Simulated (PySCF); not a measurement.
**Optical rotation: `C[C@@H]1[C@H]2C[C@@H](C)[C@@H]12`, C$_{7}$H$_{12}$**

Geometry:
| atom | x (Å) | y (Å) | z (Å) |
| --- | --- | --- | --- |
| C1 | 1.523 | 0.295 | 2.285 |
| C2 | 0.903 | 0.006 | 0.944 |
| C3 | 0.810 | 1.123 | -0.048 |
| C4 | 0.296 | 0.601 | -1.384 |
| C5 | -1.007 | 0.118 | -0.679 |
| C6 | -1.429 | -1.331 | -0.809 |
| C7 | -0.439 | 0.608 | 0.654 |
| H8 | 1.284 | 1.317 | 2.620 |
| H9 | 2.620 | 0.206 | 2.247 |
| H10 | 1.155 | -0.402 | 3.055 |
| H11 | 1.116 | -0.998 | 0.553 |
| H12 | 1.336 | 2.069 | 0.109 |
| H13 | 0.111 | 1.386 | -2.130 |
| H14 | 0.914 | -0.185 | -1.851 |
| H15 | -1.841 | 0.772 | -0.980 |
| H16 | -1.712 | -1.572 | -1.846 |
| H17 | -0.616 | -2.017 | -0.521 |
| H18 | -2.295 | -1.551 | -0.165 |
| H19 | -1.021 | 1.083 | 1.450 |

Computed with TDDFT B3LYP/def2-SVPD circular dichroism and optical rotation, one conformer, gas phase (PySCF). Geometry: PBE0-D3(BJ)/def2-SVP.

States above about 7.0 eV lie in this functional's continuum (it starts at minus the energy of the highest occupied orbital, well below the true ionisation energy for most functionals) and depend on the basis.

Stereocentres: C2 R, C3 R, C5 R, C7 S.

(1) Give the optical rotatory dispersion at 633, 589.3, 546, 436, 405, 365, 355 nm.

(2) And for the mirror image at 589.3 nm?

(3) What is the molar rotation [Φ] = [α]·M/100 of the geometry above at 589.3 nm?

Answers

(1) [α] in deg dm⁻¹ (g/mL)⁻¹:
| λ (nm) | origin-invariant length gauge | modified velocity gauge | length gauge (centre of mass) | isotropic polarisability (au) |
| --- | --- | --- | --- | --- |
| 633 | +54.0 | +51.2 | +54.0 | 81.9 |
| 589.3 | +63.1 | +59.8 | +63.1 | 82.1 |
| 546 | +74.6 | +70.7 | +74.6 | 82.5 |
| 436 | +124.2 | +117.8 | +124.3 | 83.8 |
| 405 | +147.9 | +140.3 | +148.0 | 84.4 |
| 365 | +190.7 | +180.9 | +190.8 | 85.5 |
| 355 | +204.5 | +194.0 | +204.6 | 85.9 |

(2) -63.1 deg dm⁻¹ (g/mL)⁻¹ (origin-invariant length gauge): the same size and the opposite sign.

(3) With M = 96.17 g/mol, +60.7 deg cm² dmol⁻¹ (origin-invariant length gauge).

The first excitation lies at 6.80 eV (182 nm) with R = -10.1 × 10⁻⁴⁰ esu² cm² (velocity form).
